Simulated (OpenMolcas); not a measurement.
Multiconfigurational calculation on P⁴⁺

Input:

```
&GATEWAY
Coord
1

P 0.0 0.0 0.0
Basis=ANO-RCC-VQZP
Group=XYZ
NoMove
AngMom=0.0 0.0 0.0
AMFI
&SEWARD
&RASSCF
FileOrb=start.orb
Symmetry=1
Spin=2
nActEl=1 0 0
Inactive=2 3
Ras2=1 3
CIRoot=1 1 1
SDav=1
CIMx=300
Iter=120 100
PrWF=0.3
OrbListing=Nothing
MaxOrb=0
Atom
>>> COPY $Project.JobIph JOB001
&RASSCF
FileOrb=start.orb
Symmetry=2
Spin=2
nActEl=1 0 0
Inactive=2 3
Ras2=1 3
CIRoot=3 3 1
SDav=3
CIMx=300
Iter=120 100
PrWF=0.3
OrbListing=Nothing
MaxOrb=0
Atom
>>> COPY $Project.JobIph JOB002
&RASSI
NrOfJobIphs=2 1 3
1
1 2 3
IphNames
JOB001
JOB002
EJob
SpinOrbit
DIPRint=1.0
SOCoupling=1000.0
Subsets=2
MEES
Property=10
'ANGMOM' 1 'ANGMOM' 2 'ANGMOM' 3 'MLTPL  1' 1 'MLTPL  1' 2 'MLTPL  1' 3
'AMFI' 1 'AMFI' 2 'AMFI' 3 'MLTPL  2' 6
SOProperty=3
'ANGMOM' 1 'ANGMOM' 2 'ANGMOM' 3
```

Launched by
```bash
OMP_NUM_THREADS=1 MOLCAS_MEM=2252 MOLCAS_PROJECT=a pymolcas a.inp > a.log  # once for each step of the input, in one work folder
```

A driver script runs the steps one by one and writes start.orb anew before each from the orbitals found so far.

Output, cut to the results:

```
--- SEWARD ---
Basis set label: P.ANO-RCC...6S5P3D2F1G.

      Electronic valence basis set:
      ------------------
      Associated Effective Charge  15.000000 au
      Associated Actual Charge     15.000000 au
      Nuclear Model: Point charge

      Shell  nPrim  nBasis  Cartesian Spherical Contaminant
         s      17       6        X
         p      12       5        X
         d       5       3                 X
         f       4       2                 X
         g       2       1                 X
                  Relativistic Douglas-Kroll-Hess integrals:
                    - DKH order of Hamiltonian: 2
                    - DKH order of Properties : 0
                  Atomic mean-field integrals
--- RASSCF ---
Wave function specifications:
      -----------------------------

      Number of closed shell electrons          10
      Number of electrons in active shells       1
      Max number of holes in RAS1 space          0
      Max nr of electrons in RAS3 space          0
      Number of inactive orbitals                5
      Number of active orbitals                  4
      Number of secondary orbitals              50
      Spin quantum number                      0.5
      State symmetry                             1
Orbital specifications:
      -----------------------

      Symmetry species                           1   2
                                                ag  au
      Frozen orbitals                            0   0
      Inactive orbitals                          2   3
      Active orbitals                            1   3
      RAS1 orbitals                              0   0
      RAS2 orbitals                              1   3
      RAS3 orbitals                              0   0
      Secondary orbitals                        27  23
      Deleted orbitals                           0   0
      Number of basis functions                 30  29
      Number of CSFs                             1
      Number of root(s) required                 1
      Iter CI   SX   CI       RASSCF       Energy    max ROT     max BLB   max BLB  Level Ln srch  Step   QN
          iter iter root      energy       change     param      element    value   shift minimum  type update
 Nr of preliminary CI iterations:   1
 ###############################################################################
 ###############################################################################
 ###                                                                         ###
 ###                                                                         ###
 ###    WARNING: Problems in orbital optimization.                           ###
 ###                                                                         ###
 ###                                                                         ###
 ###############################################################################
 ###############################################################################
  Warning: In symmetry  2, orbital p=   4 has diagonal density matrix element D(p,p) close to zero. D(p,p)=  0.000000E+00
  Warning: In symmetry  2, orbital p=   5 has diagonal density matrix element D(p,p) close to zero. D(p,p)=  0.000000E+00
        ...
  Warning: In symmetry  2, orbital p=   4 has diagonal density matrix element D(p,p) close to zero. D(p,p)=  0.000000E+00
  Warning: In symmetry  2, orbital p=   5 has diagonal density matrix element D(p,p) close to zero. D(p,p)=  0.000000E+00
  Warning: In symmetry  2, orbital p=   6 has diagonal density matrix element D(p,p) close to zero. D(p,p)=  0.000000E+00
        4   1    1    1  -337.54930968   -2.84E-13   0.00E+00    3   5 1 -2.85E-08   0.50   0.00    SX    NO
      Convergence after  4 iterations
        5   1    1    1  -337.54930968   -2.27E-13   0.00E+00    3   5 1 -2.85E-08   0.50   0.00    SX    NO
      Natural orbitals and occupation numbers for root  1
      sym 1:   1.000000
      sym 2:   0.000000   0.000000   0.000000
::    RASSCF root number  1 Total energy:   -337.54930968
--- RASSCF ---
Wave function specifications:
      -----------------------------

      Number of closed shell electrons          10
      Number of electrons in active shells       1
      Max number of holes in RAS1 space          0
      Max nr of electrons in RAS3 space          0
      Number of inactive orbitals                5
      Number of active orbitals                  4
...
--- RASSI ---
SPIN-FREE ENERGIES:
  (Shifted by EMIN (a.u.) =       -337.5493096820)

 SF State       Relative EMIN(au)   Rel lowest level(eV)    D:o, cm**(-1)      L_eff

     1             0.0000000000        0.0000000000              0.0000         0.0
     2             0.4042848939       11.0011524025          88730.2781         1.0
     3             0.4042848939       11.0011524025          88730.2781         1.0
     4             0.4042848939       11.0011524025          88730.2781         1.0
     Dipole printing threshold changed to   1.00000000E+00

++ Dipole transition strengths (spin-free states):
   -----------------------------------------------
     for osc. strength at least  1.00000000E+00

  ( Max oscillator strength is only   0.24869256392561559      )
--
Eigenvalues of complex Hamiltonian:
   -----------------------------------
  (Shifted by EMIN (a.u.) =       -337.5493096820)

 SO State       Relative EMIN(au)   Rel lowest level(eV)    D:o, cm**(-1)     J-value

     1             0.0000000000        0.0000000000              0.0000         0.4
     2             0.0000000000        0.0000000000              0.0000         0.4
     3             0.4022367378       10.9454192351          88280.7598         0.4
     4             0.4022367378       10.9454192351          88280.7598         0.4
     5             0.4053089720       11.0290189862          88955.0372         1.4
     6             0.4053089720       11.0290189862          88955.0372         1.4
     7             0.4053089720       11.0290189862          88955.0372         0.8
     8             0.4053089720       11.0290189862          88955.0372         0.8
Weights of the five most important spin-orbit-free states for each spin-orbit state.

 SO State  Total energy (au)           Spin-free states, spin, and weights
 -------------------------------------------------------------------------------------------------------
...
```

The J values that RASSI prints are effective ones from its own formula and need not be integers or half-integers; the table below assigns J from the states.

Levels above the lowest, from the spin-orbit matrix, grouped by J:

```json
{"Configuration": "3s", "Term": "2S", "J": "1/2", "E (cm-1)": "0.0", "Measured (cm-1)": "0.0", "g": "2.002", "Term weight %": "100"}
{"Configuration": "3p", "Term": "2P*", "J": "1/2", "E (cm-1)": "88281", "Measured (cm-1)": "88652", "g": "0.666", "Term weight %": "100"}
{"Configuration": "3p", "Term": "2P*", "J": "3/2", "E (cm-1)": "88955", "Measured (cm-1)": "89447", "g": "1.334", "Term weight %": "100"}
```

Against the 2 measured excited levels shown (Martin, Zalubas and Musgrove, J. Phys. Chem. Ref. Data 14, 751 (1985)) the mean absolute deviation is 430 cm-1; the largest miss in energy is 3p 2P* 3/2: computed 88955, measured 89447 cm-1 (-0.6 %).

With one active electron the reference holds no correlation, so core polarisation is missing. Computed and measured levels are paired by configuration, term and J; levels that our copy of the source lacks, or whose pairing is in doubt (as where it misses far off the trend of its configuration), stay unpaired and out of the deviations. Only configurations of the active space appear.

The RASSCF and RASSI steps took 6.9 s on 1 thread of Arm Neoverse V1 (shared host); the integral step is not counted.

The term weight is that of the spin-free term in the level, not the purity of its configuration. * marks odd parity.
